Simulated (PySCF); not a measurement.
Two species compared at the same levels of theory.

First species: C₅H₁₁NSi.
Numbering: `[CH2:1]=[C:2]1[CH2:3][CH2:4][C@H:5]1[NH:6][SiH3:7]` (hydrogens: H8, H9 on C1; H10, H11 on C3; H12, H13 on C4; H14 on C5; H15 on N6; H16, H17, H18 on Si7)

Structure used (GFN2-xTB), in Å, numbered top down from 1:
```
atom  x, y, z in Å
C1    -1.1243   -1.5784   -0.9524
C2    -1.0357   -0.3314   -0.5418
C3    -2.0389    0.7157   -0.1382
C4    -0.8880    1.5419    0.4642
C5     0.1326    0.5531   -0.1501
N6     1.1250    0.0152    0.7326
Si7    2.6326   -0.6198    0.2072
H8    -0.2438   -2.1721   -1.1331
H9    -2.0756   -2.0552   -1.1247
H10   -2.8067    0.3827    0.5591
H11   -2.5251    1.1947   -0.9874
H12   -0.8705    1.5243    1.5519
H13   -0.8087    2.5709    0.1230
H14    0.6475    0.9670   -1.0206
H15    0.6985   -0.3966    1.5501
H16    3.3481   -0.9055    1.4484
H17    3.2552    0.4382   -0.5894
H18    2.5689   -1.8383   -0.6172
```

Second species: C₄H₈S₂Si.
SMILES: `C#CCS[SiH2]SC`

Levels: B3LYP/def2-SVPD for dipole moment, HOMO energy, LUMO energy, HOMO–LUMO gap, static isotropic polarisability and electronic spatial extent ⟨r²⟩ about the centre of nuclear charge; TDDFT B3LYP/def2-SVPD for lowest singlet excitation; TDA B3LYP/def2-SVPD for lowest triplet excitation (Tamm–Dancoff); GFN2-xTB for rotational constant A and rotational constant C. Geometries: GFN2-xTB. Each structure is a single optimised conformer of the isolated species, non-relativistic unless stated; the electronic structure was computed with PySCF and density fitting.

The conformers computed, where there is a choice (atom-mapped SMILES and torsion angles):
- `[CH2:1]=[C:2]1[CH2:3][CH2:4][C@H:5]1[NH:6][SiH3:7]`: C4–C5–N6–Si7 -157°
- `[CH:1]#[C:2][CH2:3][S:4][SiH2:5][S:6][CH3:7]`: C2–C3–S4–Si5 -61°, C3–S4–Si5–S6 -39°, S4–Si5–S6–C7 -178°

Problem. Which of the two has the higher LUMO energy, and by how much?

Solution. The first: -0.31 eV against -0.71 eV, a difference of 0.40 eV.

Problem. Which has the higher dipole moment?

Solution. The second: 1.70 D against 0.99 D, a difference of 0.71 D.

Problem. Which of the two has the higher rotational constant A, and by how much?

Solution. The first: 4.067 GHz against 2.076 GHz, a difference of 1.991 GHz.

Problem. Which has the higher rotational constant C?

Solution. The first: 1.076 GHz against 0.798 GHz, a difference of 0.278 GHz.

Problem. Which of the two has the higher HOMO–LUMO gap, and by how much?

Solution. The first: 6.10 eV against 5.98 eV, a difference of 0.12 eV.

Problem. Which of the two has the higher S1 energy, and by how much?

Solution. The first: 5.16 eV against 5.05 eV, a difference of 0.11 eV.

Problem. Which of the two has the higher ⟨r²⟩, and by how much?

Solution. The second: 1528 bohr² against 1137 bohr², a difference of 391 bohr².

Problem. Which of the two has the higher HOMO energy, and by how much?

Solution. The first: -6.41 eV against -6.69 eV, a difference of 0.28 eV.

On the first: The polarisability is 13.76 Å³ as a volume (1 au = 0.148185 Å³), or 1.50 au for each of the 62 electrons. S1 lies 0.94 eV below the HOMO–LUMO gap; its leading configuration is HOMO→LUMO, weight 0.95.

On the second: No computed singlet falls in the visible range (750 to 380 nm, 1.65 to 3.26 eV); S1 lies 1.79 eV above its blue end. The dipole matches unit charges of opposite sign 0.35 Å apart (1 e·Å = 4.8032 D).
